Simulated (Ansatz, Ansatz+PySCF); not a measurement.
```xyz
2

B     0.0000    0.0000   -1.2196
B     0.0000    0.0000    1.2196
```

Basis set: 6-31G (spherical functions). Left uncorrelated: 2 orbitals. Correlation on ROHF uses semicanonical orbitals with singles. Charge 0, multiplicity 3.

Computed with Ansatz (development build ahead of 0.2.0); each method stands on the lowest determinant of its kind that the runs found.

The atomization energy at this shape (free ground-state atoms in the same class of orbitals less the molecule, no zero-point energy) of triplet B2:

```csv
method,atomization energy
PBE0 (unrestricted),1.55 eV
UHF-MP2,0.66 eV
ROHF-MP2,0.63 eV
ROHF-CCSD(T),1.05 eV
ROHF-CCSD,0.95 eV
UHF,0.42 eV
ROHF,0.24 eV
```

(1) What does full CI (lowest root of this spin) give?

Results:

(1) 1.14 eV. Caution for UHF-MP2, ROHF-MP2: another reference gives a lower total. Caution for UHF-MP2, ROHF-MP2, ROHF-CCSD(T), ROHF-CCSD: bonds are stretched, where a single reference can fail. Caution for UHF-MP2, ROHF-MP2, ROHF-CCSD(T), ROHF-CCSD, UHF, ROHF: the determinant may break the point group.

This basis has no polarisation functions and is too small for such energies, which can lie far from measured ones in either direction.
